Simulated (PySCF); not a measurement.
Method: core-valence-separated Tamm–Dancoff BHandHLYP/aug-pcX-1 (pcseg-1 on H, def2-SVPD on S) in PySCF, non-relativistic, gas phase, PBE0-D3(BJ)/def2-SVP geometry. No empirical shift is added; at this level the pattern usually sits a few eV under experiment.

Main lines of an unknown, eV (oscillator strength): C K: 282.1 (0.131), 282.9 (0.106), 286.2 (0.068), 286.5 (0.029), 286.8 (0.024); O K: 531.3 (0.039), 532.7 (0.031), 533.0 (0.044), 533.7 (0.025), 533.9 (0.024). Listed: the first five lines at most of each edge with a tenth or more of its strongest line's intensity; roots within 0.03 eV on the same or equivalent atoms are summed. Only the lowest roots were sought, and the top ones are left out.

Task: Which candidate gives them?
A. `O=S1(=O)C=CCC1`
B. `C=CS(=O)(=O)C=C`

Result: B. 

- `C=CS(=O)(=O)C=C`: C K: 282.1 (0.131), 282.9 (0.106), 286.2 (0.068), 286.5 (0.029), 286.8 (0.024); O K: 531.3 (0.039), 532.7 (0.031), 533.0 (0.044), 533.7 (0.025), 533.9 (0.024). First C line listed at 282.1 eV, hole on the terminal =CH2 carbon; first O line listed at 531.3 eV, hole on the sulfonyl oxygen.
- `O=S1(=O)C=CCC1`: C K: 282.7 (0.066), 283.0 (0.056), 285.9 (0.050), 286.2 (0.015), 286.6 (0.013); O K: 531.7 (0.026), 532.1 (0.034), 532.3 (0.015), 532.5 (0.025), 533.2 (0.049). First C line listed at 282.7 eV, hole on the alkene CH carbon (1s→π*); first O line listed at 531.7 eV, hole on the sulfonyl oxygen.

One conformer each; other structures than these candidates weren't tested.

Shape of the structure used: `[CH2:1]=[CH:2][S:3](=[O:4])(=[O:5])[CH:6]=[CH2:7]`: C1–C2–S3–O4 135°, C2–S3–C6–C7 -112°.
